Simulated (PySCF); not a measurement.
A geometry optimisation, step by step.

4-bromobenzaldehyde, C₇H₅BrO.
Bonds: O1–C2 (double), C2–C3, C3–C4 (aromatic), C4–C5 (aromatic), C5–C6 (aromatic), C6–Br7, C6–C8 (aromatic), C8–C9 (aromatic), C3–C9 (aromatic). Hydrogens: H10 on C2; H11 on C4; H12 on C5; H13 on C8; H14 on C9.

Computed by this run: PySCF 2.14.0, PBE0-D3(BJ)/def2-SVP geometry optimisation, gas phase; density fitting, grid level 2; the optimiser is geomeTRIC in internal coordinates, started from a GFN2-xTB structure. The frame can shift and turn from step to step; on so coarse a grid that alone can change the energy by a few meV, and forces under 0.02 eV/Å are noise.

Step 0: E = -79399.6842 eV, largest atomic force 0.698 eV/Å
```
atom  x, y, z in Å  |  force x, y, z in eV/Å
O1      3.044    0.968    0.551    0.051   0.164   0.100
C2      2.397    0.099    0.028    0.033   0.020   0.017
C3      0.929    0.033    0.008   -0.099   0.114   0.065
C4      0.182    1.034    0.631    0.073  -0.149  -0.090
C5     -1.197    0.989    0.620   -0.020   0.030   0.018
C6     -1.829   -0.067   -0.020   -0.689  -0.103  -0.053
Br7    -3.728   -0.138   -0.039    0.321   0.010   0.002
C8     -1.107   -1.073   -0.646   -0.162  -0.028  -0.018
C9      0.272   -1.019   -0.630    0.168   0.257   0.159
H10     2.887   -0.746   -0.495    0.254  -0.297  -0.186
H11     0.706    1.842    1.120    0.264   0.352   0.211
H12    -1.780    1.760    1.100   -0.250   0.319   0.199
H13    -1.623   -1.884   -1.137   -0.216  -0.326  -0.196
H14     0.847   -1.796   -1.113    0.272  -0.363  -0.227
```

Step 1: E = -79399.7139 eV, largest atomic force 0.134 eV/Å
```
atom  x, y, z in Å  |  force x, y, z in eV/Å
O1      3.530    1.226    0.605    0.002  -0.007  -0.004
C2      2.888    0.354    0.076    0.035   0.000  -0.001
C3      1.411    0.299    0.059    0.022  -0.022  -0.013
C4      0.666    1.305    0.685    0.037   0.057   0.034
C5     -0.720    1.260    0.674   -0.048   0.028   0.019
C6     -1.363    0.198    0.029    0.102   0.010   0.003
Br7    -3.238    0.134    0.010   -0.134  -0.007  -0.002
C8     -0.637   -0.813   -0.601   -0.022  -0.025  -0.014
C9      0.752   -0.755   -0.581    0.027  -0.060  -0.038
H10     3.392   -0.497   -0.453   -0.022   0.025   0.015
H11     1.202    2.119    1.179   -0.014  -0.031  -0.018
H12    -1.312    2.039    1.159    0.019  -0.022  -0.014
H13    -1.158   -1.633   -1.098    0.014   0.022   0.013
H14     1.336   -1.542   -1.071   -0.017   0.033   0.021
```

Step 2: E = -79399.7144 eV, largest atomic force 0.054 eV/Å
```
atom  x, y, z in Å  |  force x, y, z in eV/Å
O1      3.534    1.226    0.605   -0.037   0.008   0.005
C2      2.889    0.356    0.077    0.036  -0.034  -0.021
C3      1.412    0.298    0.058    0.008   0.028   0.018
C4      0.666    1.304    0.685   -0.005  -0.004  -0.003
C5     -0.721    1.261    0.674   -0.033  -0.005  -0.002
C6     -1.364    0.199    0.029    0.042   0.001   0.000
Br7    -3.246    0.132    0.009    0.026   0.005   0.003
C8     -0.636   -0.812   -0.601   -0.027  -0.019  -0.011
C9      0.753   -0.756   -0.582   -0.008   0.021   0.013
H10     3.392   -0.495   -0.452   -0.001  -0.004  -0.002
H11     1.203    2.117    1.178    0.000   0.001   0.001
H12    -1.311    2.040    1.159    0.002   0.002   0.001
H13    -1.158   -1.632   -1.097   -0.001  -0.003  -0.002
H14     1.336   -1.543   -1.071   -0.002   0.002   0.001
```

Step 3: E = -79399.7142 eV, largest atomic force 0.086 eV/Å
```
atom  x, y, z in Å  |  force x, y, z in eV/Å
O1      3.524    1.229    0.608    0.061  -0.016  -0.010
C2      2.890    0.353    0.076   -0.058   0.053   0.034
C3      1.412    0.297    0.058   -0.030  -0.035  -0.021
C4      0.667    1.304    0.685   -0.008  -0.018  -0.011
C5     -0.720    1.260    0.674    0.013  -0.023  -0.014
C6     -1.362    0.198    0.028   -0.027   0.003   0.003
Br7    -3.245    0.135    0.012    0.046  -0.004  -0.004
C8     -0.637   -0.814   -0.602   -0.004   0.029   0.018
C9      0.753   -0.756   -0.582   -0.006   0.010   0.006
H10     3.396   -0.495   -0.452    0.008   0.003   0.001
H11     1.204    2.117    1.178    0.006   0.010   0.006
H12    -1.310    2.039    1.159   -0.005   0.007   0.005
H13    -1.159   -1.633   -1.099   -0.004  -0.005  -0.004
H14     1.336   -1.542   -1.071    0.008  -0.014  -0.009
```

Step 4: E = -79399.7145 eV, largest atomic force 0.025 eV/Å
```
atom  x, y, z in Å  |  force x, y, z in eV/Å
O1      3.529    1.227    0.606    0.010  -0.005  -0.003
C2      2.889    0.354    0.077   -0.015   0.014   0.009
C3      1.412    0.298    0.058   -0.011  -0.006  -0.004
C4      0.666    1.304    0.685   -0.002  -0.007  -0.004
C5     -0.721    1.260    0.674    0.007  -0.009  -0.006
C6     -1.362    0.198    0.028   -0.025   0.004   0.004
Br7    -3.244    0.134    0.011    0.021  -0.004  -0.003
C8     -0.637   -0.814   -0.602    0.001   0.018   0.011
C9      0.753   -0.756   -0.582    0.004  -0.002  -0.002
H10     3.394   -0.495   -0.452    0.004  -0.002  -0.001
H11     1.203    2.118    1.178    0.003   0.005   0.003
H12    -1.311    2.039    1.159   -0.002   0.003   0.002
H13    -1.159   -1.633   -1.099   -0.001  -0.002  -0.001
H14     1.336   -1.541   -1.071    0.005  -0.006  -0.004
```

Step 5: E = -79399.7145 eV, largest atomic force 0.040 eV/Å
```
atom  x, y, z in Å  |  force x, y, z in eV/Å
O1      3.530    1.227    0.606    0.002  -0.002  -0.001
C2      2.889    0.355    0.077    0.004   0.002   0.001
C3      1.411    0.297    0.058    0.010   0.000   0.000
C4      0.666    1.304    0.685    0.006   0.009   0.005
C5     -0.721    1.261    0.674   -0.010   0.002   0.002
C6     -1.363    0.199    0.029    0.019  -0.003  -0.003
Br7    -3.243    0.131    0.009   -0.005   0.006   0.004
C8     -0.636   -0.812   -0.601   -0.008  -0.033  -0.020
C9      0.754   -0.756   -0.582   -0.012   0.017   0.010
H10     3.393   -0.495   -0.452   -0.001   0.002   0.001
H11     1.204    2.117    1.178   -0.001  -0.003  -0.002
H12    -1.311    2.040    1.159    0.003  -0.001   0.000
H13    -1.159   -1.631   -1.098   -0.001  -0.001  -0.001
H14     1.336   -1.543   -1.072   -0.005   0.005   0.003
```

Step 6: E = -79399.7145 eV, largest atomic force under 0.02 eV/Å
```
atom  x, y, z in Å  |  force x, y, z in eV/Å
O1      3.530    1.227    0.606   -0.001   0.000   0.000
C2      2.889    0.355    0.077    0.003  -0.001   0.000
C3      1.411    0.298    0.058    0.004   0.000   0.000
C4      0.666    1.304    0.685    0.000   0.001   0.001
C5     -0.721    1.260    0.674   -0.005   0.003   0.002
C6     -1.363    0.198    0.029    0.009  -0.001  -0.001
Br7    -3.243    0.132    0.009   -0.005   0.002   0.001
C8     -0.637   -0.813   -0.601   -0.001  -0.009  -0.006
C9      0.753   -0.756   -0.582   -0.002   0.004   0.002
H10     3.393   -0.495   -0.452   -0.001   0.001   0.000
H11     1.203    2.118    1.179   -0.001  -0.002  -0.001
H12    -1.311    2.039    1.159    0.001  -0.001   0.000
H13    -1.159   -1.632   -1.099    0.000   0.000   0.000
H14     1.336   -1.542   -1.071   -0.001   0.002   0.001
```

Q: Summarise the path.

A: The energy falls by 0.70 kcal/mol from step 0 to step 6; nine tenths of that is first reached at step 1. It never rises by more than 0.2 meV. The largest force goes from 0.698 to under 0.02 eV/Å. Among the bonds C6–Br7 changes most, from 1.900 to 1.882 Å; the atoms move by 0.015 Å rms after alignment.

Q: Follow the three bonds and two angles with the largest change from start to end.

A: 
```
step  E above end (kcal/mol)  largest force (eV/Å)  C6–Br7 (Å)  C9–H14 (Å)  C4–H11 (Å)  C3–C2–H10 (°)  O1–C2–C3 (°)
   0                    0.70                 0.698       1.900       1.080       1.079          113.7         125.1
   1                    0.01                 0.134       1.876       1.095       1.094          114.6         124.4
   2                    0.00                 0.054       1.883       1.094       1.093          114.4         124.7
   3                    0.01                 0.086       1.885       1.094       1.092          114.7         124.0
   4                    0.00                 0.025       1.884       1.094       1.092          114.5         124.3
   5                    0.00                 0.040       1.882       1.094       1.093          114.5         124.4
   6                    0.00            under 0.02       1.882       1.094       1.093          114.5         124.4
```

The cost below is that of the whole optimisation. The run took 49 s wall on an AMD EPYC 9R45 with one thread, no GPU (shared host), and the process peaked at 0.87 GiB of memory.
